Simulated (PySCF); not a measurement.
C4H5, charge -1, singlet, geometry from GFN2-xTB (in this run its highest filled SCF level lies above zero, so its values depend strongly on the basis, on diffuse functions most of all), with bond 9-4 at 1.3 times its length; B3LYP/6-31G* (PySCF).

Input for PySCF:
```python
from pyscf import gto, scf, dft

mol = gto.M(
    atom='''
C    -0.013481    1.181559    0.448951
C     0.006403   -1.090471    0.324604
C     0.754004    0.062217   -0.265215
C    -0.750498    0.049723   -0.277511
H    -0.015207    2.095912   -0.269040
H    -0.001452   -1.212555    1.409801
H     0.018709   -2.053978   -0.202083
H     1.391810   -0.012296   -1.150530
H    -1.559003   -0.060744   -1.441805
''',
    basis='6-31g*',
    charge=-1,
    spin=0,
    verbose=4,
)

mf = dft.RKS(mol)
mf.xc = 'b3lyp'
mf.level_shift = 0.3
mf.max_cycle = 100
mf.kernel()
mf.analyze()
```

**Question.** Predict the main parts of the log of this PySCF run.

**Answer.** 
```
PySCF version 2.14.0

[INPUT] verbose = 4
[INPUT] num. atoms = 9
[INPUT] num. electrons = 30
[INPUT] charge = -1
[INPUT] spin (= nelec alpha-beta = 2S) = 0
[INPUT] symmetry False subgroup None
[INPUT] Mole.unit = angstrom
[INPUT] Symbol           X                Y                Z      unit          X                Y                Z       unit  Magmom
[INPUT]  1 C     -0.013481000000   1.181559000000   0.448951000000 AA   -0.025475397885   2.232822910015   0.848394433350 Bohr   0.0
[INPUT]  2 C      0.006403000000  -1.090471000000   0.324604000000 AA    0.012099916376  -2.060691536781   0.613412658938 Bohr   0.0
[INPUT]  3 C      0.754004000000   0.062217000000  -0.265215000000 AA    1.424861056827   0.117573090292  -0.501183714127 Bohr   0.0
[INPUT]  4 C     -0.750498000000   0.049723000000  -0.277511000000 AA   -1.418235677034   0.093962852092  -0.524419786554 Bohr   0.0
[INPUT]  5 H     -0.015207000000   2.095912000000  -0.269040000000 AA   -0.028737065176   3.960699661189  -0.508411916553 Bohr   0.0
[INPUT]  6 H     -0.001452000000  -1.212555000000   1.409801000000 AA   -0.002743882333  -2.291396860972   2.664137780138 Bohr   0.0
[INPUT]  7 H      0.018709000000  -2.053978000000  -0.202083000000 AA    0.035354886064  -3.881455885882  -0.381881524430 Bohr   0.0
[INPUT]  8 H      1.391810000000  -0.012296000000  -1.150530000000 AA    2.630139717431  -0.023236072428  -2.174186598096 Bohr   0.0
[INPUT]  9 H     -1.559003000000  -0.060744000000  -1.441805000000 AA   -2.946088697375  -0.114789523711  -2.724616575029 Bohr   0.0

nuclear repulsion = 106.291275767069
number of shells = 34
number of NR pGTOs = 128
number of NR cGTOs = 66
basis = 6-31g*
ecp = {}

******** <class 'pyscf.dft.rks.RKS'> ********
method = RKS
initial guess = minao
damping factor = 0
level_shift factor = 0.3
DIIS = <class 'pyscf.scf.diis.CDIIS'>
diis_start_cycle = 1
diis_space = 8
diis_damp = 0
SCF conv_tol = 1e-09
SCF conv_tol_grad = None
SCF max_cycles = 100
direct_scf = True
direct_scf_tol = 1e-13
XC library pyscf.dft.libxc version 7.1.2
    S. Lehtola, C. Steigemann, M. J. T. Oliveira, and M. A. L. Marques,  SoftwareX 7, 1–5 (2018)
XC functionals = b3lyp
    P. J. Stephens, F. J. Devlin, C. F. Chabalowski, and M. J. Frisch,  J. Phys. Chem. 98, 11623 (1994)
radial grids:
    Treutler-Ahlrichs [JCP 102, 346 (1995); DOI:10.1063/1.469408] (M4) radial grids

becke partition: Becke, JCP 88, 2547 (1988); DOI:10.1063/1.454033
pruning grids: <function nwchem_prune>
grids dens level: 3
symmetrized grids: False
atomic radii adjust function: <function treutler_atomic_radii_adjust>
small_rho_cutoff = 0
Set gradient conv threshold to 3.16228e-05
Initial guess from minao.
tot grids = 105512
init E= -155.670117220147
  HOMO = 0.00329829208672461  LUMO = 0.215605605345421  gap/eV = 5.77718
cycle= 1 E= -155.130502391335  delta_E= 0.54  |g|= 0.47  |ddm|= 2.83
  HOMO = 0.223776769267627  LUMO = 0.548003882252178  gap/eV = 8.82267
cycle= 2 E= -155.1807490854  delta_E= -0.0502  |g|= 0.314  |ddm|= 1.31
  HOMO = 0.108028998924453  LUMO = 0.536213883456063  gap/eV = 11.65150
cycle= 3 E= -155.204062053524  delta_E= -0.0233  |g|= 0.0879  |ddm|= 0.228
  HOMO = 0.0974389516535976  LUMO = 0.535946993433512  gap/eV = 11.93241
cycle= 4 E= -155.206224322549  delta_E= -0.00216  |g|= 0.0245  |ddm|= 0.0883
  HOMO = 0.0976328488051186  LUMO = 0.53592640162862  gap/eV = 11.92658
cycle= 5 E= -155.206418661493  delta_E= -0.000194  |g|= 0.00696  |ddm|= 0.0373
  HOMO = 0.0979920164834938  LUMO = 0.535538988991735  gap/eV = 11.90626
cycle= 6 E= -155.20644122972  delta_E= -2.26e-05  |g|= 0.00229  |ddm|= 0.0184
  HOMO = 0.0982851111675571  LUMO = 0.535748096215772  gap/eV = 11.90397
cycle= 7 E= -155.206445710347  delta_E= -4.48e-06  |g|= 0.00114  |ddm|= 0.0113
  HOMO = 0.0982267692681447  LUMO = 0.535736064753095  gap/eV = 11.90523
cycle= 8 E= -155.206447284023  delta_E= -1.57e-06  |g|= 0.000728  |ddm|= 0.0071
  HOMO = 0.0982008303441346  LUMO = 0.535764755381419  gap/eV = 11.90672
cycle= 9 E= -155.206447938232  delta_E= -6.54e-07  |g|= 0.000414  |ddm|= 0.00444
  HOMO = 0.0981640975068117  LUMO = 0.535748682664929  gap/eV = 11.90728
cycle= 10 E= -155.206448219597  delta_E= -2.81e-07  |g|= 0.000247  |ddm|= 0.00287
  HOMO = 0.098153530884082  LUMO = 0.535757848726032  gap/eV = 11.90782
cycle= 11 E= -155.206448338875  delta_E= -1.19e-07  |g|= 0.000166  |ddm|= 0.00187
  HOMO = 0.0981475317321605  LUMO = 0.535764450099454  gap/eV = 11.90816
cycle= 12 E= -155.206448391765  delta_E= -5.29e-08  |g|= 0.000115  |ddm|= 0.00119
  HOMO = 0.0981471468467503  LUMO = 0.535763337273776  gap/eV = 11.90814
cycle= 13 E= -155.206448415959  delta_E= -2.42e-08  |g|= 7.96e-05  |ddm|= 0.000784
  HOMO = 0.0981408120495217  LUMO = 0.535767677350215  gap/eV = 11.90843
cycle= 14 E= -155.206448426933  delta_E= -1.1e-08  |g|= 5.84e-05  |ddm|= 0.000531
  HOMO = 0.0981389980602234  LUMO = 0.535769238869615  gap/eV = 11.90853
cycle= 15 E= -155.206448431926  delta_E= -4.99e-09  |g|= 4.5e-05  |ddm|= 0.000352
  HOMO = 0.0981384641644385  LUMO = 0.535770038347569  gap/eV = 11.90856
cycle= 16 E= -155.206448434263  delta_E= -2.34e-09  |g|= 3.32e-05  |ddm|= 0.000234
  HOMO = 0.0981383905034665  LUMO = 0.535770022957762  gap/eV = 11.90856
cycle= 17 E= -155.206448435381  delta_E= -1.12e-09  |g|= 2.36e-05  |ddm|= 0.000158
  HOMO = 0.0981385433721504  LUMO = 0.535770643899904  gap/eV = 11.90858
cycle= 18 E= -155.206448435895  delta_E= -5.14e-10  |g|= 1.68e-05  |ddm|= 0.000106
  HOMO = 0.0981421253350989  LUMO = 0.235768665095596  gap/eV = 3.74501
Extra cycle  E= -155.206448436073  delta_E= -1.78e-10  |g|= 2.95e-05  |ddm|= 0.000231
converged SCF energy = -155.206448436073
**** SCF Summaries ****
Total Energy =                        -155.206448436073288
Nuclear Repulsion Energy =             106.291275767068996
One-electron Energy =                 -424.682443941813347
Two-electron Energy =                  163.184719738671077
Two-electron Coulomb Energy =          186.878728759005014
DFT Exchange-Correlation Energy =      -23.694009020333940
HOMO-LUMO gap [eV] =                     3.745008900019768
**** MO energy ****
MO #1   energy= -9.98621201994667  occ= 2
MO #2   energy= -9.98169159733143  occ= 2
MO #3   energy= -9.96140060950173  occ= 2
MO #4   energy= -9.90500574778329  occ= 2
MO #5   energy= -0.673502200916341 occ= 2
MO #6   energy= -0.439388102145342 occ= 2
MO #7   energy= -0.336241669689222 occ= 2
MO #8   energy= -0.301639161333044 occ= 2
MO #9   energy= -0.261251887672112 occ= 2
MO #10  energy= -0.190889711793508 occ= 2
MO #11  energy= -0.116317575919563 occ= 2
MO #12  energy= -0.0924241262970926 occ= 2
MO #13  energy= -0.0594117003396457 occ= 2
MO #14  energy= -0.0536692413067517 occ= 2
MO #15  energy= 0.0981421253350989 occ= 2
MO #16  energy= 0.235768665095596  occ= 0
MO #17  energy= 0.311257031206895  occ= 0
MO #18  energy= 0.32441381807097   occ= 0
MO #19  energy= 0.341906569028773  occ= 0
MO #20  energy= 0.369031061316782  occ= 0
MO #21  energy= 0.37654561220177   occ= 0
MO #22  energy= 0.420169687945259  occ= 0
MO #23  energy= 0.465047165736425  occ= 0
 ** Mulliken pop on meta-lowdin orthogonal AOs  **
 ** Mulliken pop  **
 ** Mulliken atomic charges  **
charge of    0C =     -0.55632
charge of    1C =     -0.20950
charge of    2C =     -0.17521
charge of    3C =     -0.11847
charge of    4H =     -0.01663
charge of    5H =      0.04742
charge of    6H =      0.04496
charge of    7H =      0.05137
charge of    8H =     -0.06761

WARN: System has nonzero charge -1; the dipole moment is origin-dependent.
Location of origin: [0. 0. 0.]

Dipole moment(X, Y, Z, Debye):  0.75005, -3.02776, -2.05472
```
